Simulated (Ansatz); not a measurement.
Born–Oppenheimer molecular dynamics of BCl3H3N (8 atoms, charge 0, multiplicity 1). It starts from a relaxed structure.

All numbers below come from RKS PBE/STO-3G in Ansatz 0.2.0.

```json
{
  "ensemble": "NVT, Nosé–Hoover chain",
  "time step": "0.25 fs",
  "steps asked": "400",
  "set temperature": "500 K",
  "thermostat": "time constant 300 fs, chain length 5",
  "seed": "671912"
}
```

Frames 5 fs apart, positions in Å, forces in eV/Å.

Velocities at 37.5 fs (Å/ps):

```
N -0.56 -3.21 2.45
H 25.98 -15.13 5.09
H -16.79 12.01 14.37
H -24.15 27.23 12.50
Cl 2.03 -2.12 -0.64
B 0.09 2.14 -6.02
Cl -2.15 -0.70 0.46
Cl 0.74 2.75 0.13
```

```xyz
8
Properties=species:S:1:pos:R:3:forces:R:3 time_fs=37.5 energy_less_start_eV=0.154 T=303
N -0.023 0.132 -0.816 -1.35 0.92 0.24
H -0.584 -0.631 -1.302 0.23 -0.09 0.08
H -0.503 1.076 -1.068 0.73 -0.80 0.19
H 0.973 0.118 -1.150 0.42 0.08 -0.43
Cl -1.088 1.304 1.454 -0.04 -0.29 0.25
B -0.015 -0.089 0.872 -0.69 -0.97 -1.05
Cl 1.757 0.002 1.268 0.82 0.27 0.46
Cl -0.647 -1.891 0.966 -0.11 0.90 0.25
8
Properties=species:S:1:pos:R:3:forces:R:3 time_fs=42.5 energy_less_start_eV=0.168 T=286
N -0.039 0.127 -0.800 2.22 -0.74 -0.34
H -0.461 -0.723 -1.288 -0.19 0.39 -0.03
H -0.526 1.019 -0.988 -1.09 0.98 -0.66
H 0.984 0.257 -1.156 -1.05 -0.30 0.36
Cl -1.079 1.292 1.451 -0.19 -0.09 0.22
B -0.021 -0.090 0.833 -0.26 -1.05 -0.12
Cl 1.749 -0.001 1.272 0.80 0.28 0.38
Cl -0.644 -1.875 0.967 -0.26 0.53 0.19
8
Properties=species:S:1:pos:R:3:forces:R:3 time_fs=47.5 energy_less_start_eV=0.179 T=272
N -0.039 0.123 -0.789 -1.93 1.58 -0.98
H -0.381 -0.748 -1.286 -0.26 0.01 -0.21
H -0.676 1.001 -1.007 0.76 -1.50 0.11
H 0.910 0.346 -1.139 1.32 0.23 -0.43
Cl -1.070 1.280 1.450 -0.25 -0.10 0.12
B -0.033 -0.113 0.792 0.34 -0.29 1.07
Cl 1.746 -0.002 1.278 0.52 0.21 0.17
Cl -0.643 -1.855 0.970 -0.50 -0.15 0.15
8
Properties=species:S:1:pos:R:3:forces:R:3 time_fs=52.5 energy_less_start_eV=0.216 T=225
N -0.049 0.134 -0.796 1.96 -1.15 -1.71
H -0.340 -0.752 -1.319 0.41 0.01 0.08
H -0.771 0.822 -1.044 -0.95 1.61 -0.35
H 0.943 0.449 -1.153 -1.40 -0.29 0.38
Cl -1.063 1.268 1.450 -0.23 -0.19 0.08
B -0.037 -0.142 0.773 0.64 0.82 1.38
Cl 1.748 -0.001 1.285 0.32 0.13 -0.04
Cl -0.645 -1.836 0.974 -0.75 -0.95 0.18
8
Properties=species:S:1:pos:R:3:forces:R:3 time_fs=57.5 energy_less_start_eV=0.171 T=285
N -0.052 0.138 -0.831 -2.75 0.13 -0.50
H -0.229 -0.768 -1.353 0.20 -0.16 -0.13
H -0.893 0.801 -1.100 1.45 -0.73 0.49
H 0.843 0.540 -1.149 1.27 0.75 -0.60
Cl -1.058 1.254 1.451 -0.25 -0.09 0.10
B -0.029 -0.154 0.783 0.58 1.34 0.56
Cl 1.751 0.001 1.293 0.32 0.09 -0.11
Cl -0.652 -1.823 0.979 -0.80 -1.31 0.18
8
Properties=species:S:1:pos:R:3:forces:R:3 time_fs=62.5 energy_less_start_eV=0.142 T=322
N -0.072 0.140 -0.876 3.25 -0.29 0.30
H -0.072 -0.793 -1.402 -0.35 0.48 -0.01
H -0.869 0.747 -1.106 -1.59 0.58 -0.52
H 0.818 0.698 -1.199 -1.06 -0.85 0.45
Cl -1.054 1.239 1.452 -0.32 0.21 0.17
B -0.007 -0.138 0.805 0.10 0.64 -0.42
Cl 1.756 0.003 1.299 0.50 0.11 -0.09
Cl -0.664 -1.819 0.985 -0.52 -0.88 0.11
8
Properties=species:S:1:pos:R:3:forces:R:3 time_fs=67.5 energy_less_start_eV=0.146 T=318
N -0.066 0.143 -0.915 -1.62 0.60 1.09
H 0.017 -0.753 -1.470 -0.22 -0.19 -0.13
H -0.989 0.686 -1.165 1.12 -1.08 0.28
H 0.706 0.770 -1.208 1.08 0.70 -0.42
Cl -1.052 1.226 1.454 -0.42 0.54 0.24
B 0.015 -0.109 0.818 -0.45 -0.61 -0.98
Cl 1.765 0.006 1.305 0.64 0.15 -0.08
Cl -0.680 -1.820 0.992 -0.12 -0.12 0.00
8
Properties=species:S:1:pos:R:3:forces:R:3 time_fs=72.5 energy_less_start_eV=0.168 T=290
N -0.063 0.154 -0.940 1.41 -0.16 0.49
H 0.063 -0.722 -1.541 0.39 0.04 0.48
H -1.023 0.480 -1.204 -0.55 0.73 0.00
H 0.683 0.880 -1.256 -0.91 -0.58 0.13
Cl -1.054 1.216 1.458 -0.39 0.63 0.20
B 0.029 -0.093 0.811 -0.56 -1.18 -0.97
Cl 1.779 0.010 1.310 0.46 0.14 -0.18
Cl -0.697 -1.823 1.000 0.16 0.37 -0.15
8
Properties=species:S:1:pos:R:3:forces:R:3 time_fs=77.5 energy_less_start_eV=0.123 T=349
N -0.051 0.162 -0.953 -0.95 -0.46 0.71
H 0.183 -0.700 -1.528 0.24 -0.15 0.15
H -1.072 0.391 -1.217 0.63 0.06 0.27
H 0.553 0.950 -1.309 0.23 0.34 -0.01
Cl -1.058 1.211 1.464 -0.18 0.41 -0.01
B 0.031 -0.100 0.783 -0.25 -0.72 -0.42
Cl 1.795 0.015 1.315 -0.03 0.04 -0.37
Cl -0.713 -1.823 1.006 0.30 0.48 -0.33
8
Properties=species:S:1:pos:R:3:forces:R:3 time_fs=82.5 energy_less_start_eV=0.154 T=311
N -0.045 0.163 -0.955 -0.02 0.09 0.67
H 0.347 -0.689 -1.468 -0.36 0.24 -0.15
H -1.075 0.324 -1.196 0.21 -0.51 -0.12
H 0.444 1.037 -1.337 0.20 -0.35 0.48
Cl -1.063 1.208 1.469 0.09 0.05 -0.28
B 0.028 -0.123 0.746 0.09 0.26 0.43
Cl 1.811 0.021 1.316 -0.55 -0.10 -0.59
Cl -0.726 -1.820 1.009 0.33 0.32 -0.46
8
Properties=species:S:1:pos:R:3:forces:R:3 time_fs=87.5 energy_less_start_eV=0.159 T=305
N -0.038 0.161 -0.944 0.27 -0.26 0.82
H 0.449 -0.639 -1.443 -0.10 0.08 -0.31
H -1.063 0.175 -1.207 -0.14 -0.12 -0.28
H 0.384 1.086 -1.273 0.03 -0.26 0.30
Cl -1.067 1.206 1.472 0.30 -0.18 -0.45
B 0.026 -0.141 0.718 0.19 0.80 1.16
Cl 1.823 0.025 1.314 -0.86 -0.19 -0.74
Cl -0.738 -1.815 1.010 0.32 0.12 -0.50
8
Properties=species:S:1:pos:R:3:forces:R:3 time_fs=92.5 energy_less_start_eV=0.179 T=281
N -0.030 0.153 -0.918 -0.92 -1.60 -0.12
H 0.528 -0.564 -1.476 0.27 0.13 0.18
H -1.051 -0.008 -1.273 1.02 0.81 0.41
H 0.345 1.108 -1.159 -0.21 0.48 -0.23
Cl -1.070 1.202 1.472 0.35 -0.15 -0.46
B 0.028 -0.142 0.716 0.07 0.51 1.37
Cl 1.830 0.029 1.306 -0.91 -0.19 -0.73
Cl -0.747 -1.808 1.007 0.32 0.00 -0.42
```

Of the whole run (100 fs, mean temperature of the second half 302 K): The conserved energy stayed within 0.069 meV per atom of its start (net change 0.023 meV per atom), so the integration is sound. The mean temperature of the second half is 40 % below the set value. A run of 0.1 ps of so small a system gives no equilibrium averages. Limits of this set-up: minimal basis.

Time of the run: 21 min on 1 CPU thread of a shared host.
